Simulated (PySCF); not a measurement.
PySCF 2.14 output of an unrestricted PBE0 calculation on a single atom or ion in aug-cc-pwCVQZ, with the non-relativistic Hamiltonian (point nucleus):

```
SCF conv_tol = 1e-09
number electrons alpha = 5  beta = 2
    C. Adamo and V. Barone.,  J. Chem. Phys. 110, 6158 (1999)
    M. Ernzerhof and G. E. Scuseria.,  J. Chem. Phys. 110, 5029 (1999)
cycle= 1 E= -97.0782490986247  delta_E= -0.00496  |g|= 0.0126  |ddm|= 0.24
cycle= 2 E= -97.0782805400484  delta_E= -3.14e-05  |g|= 0.00164  |ddm|= 0.0129
cycle= 3 E= -97.0782813887758  delta_E= -8.49e-07  |g|= 0.000468  |ddm|= 0.0034
cycle= 4 E= -97.0782814326607  delta_E= -4.39e-08  |g|= 5.81e-05  |ddm|= 0.0007
cycle= 5 E= -97.0782814337268  delta_E= -1.07e-09  |g|= 2.08e-06  |ddm|= 0.000132
cycle= 6 E= -97.0782814337277  delta_E= -9.38e-13  |g|= 9.86e-08  |ddm|= 3.82e-06
converged SCF energy = -97.0782814337277  <S^2> = 3.751397  2S+1 = 4.0006984
```

The run itself started from symmetry-adapted Hartree-Fock orbitals and held the occupation by maximum overlap, on a logarithmic radial grid, so the iterations belong to that start.

Q: Which element, charge and spin multiplicity is this?

A: F²⁺ (fluorine, charge +2), multiplicity 4; the state was [He] 2s1 2p4, high-spin 4P determinant (an excited configuration).
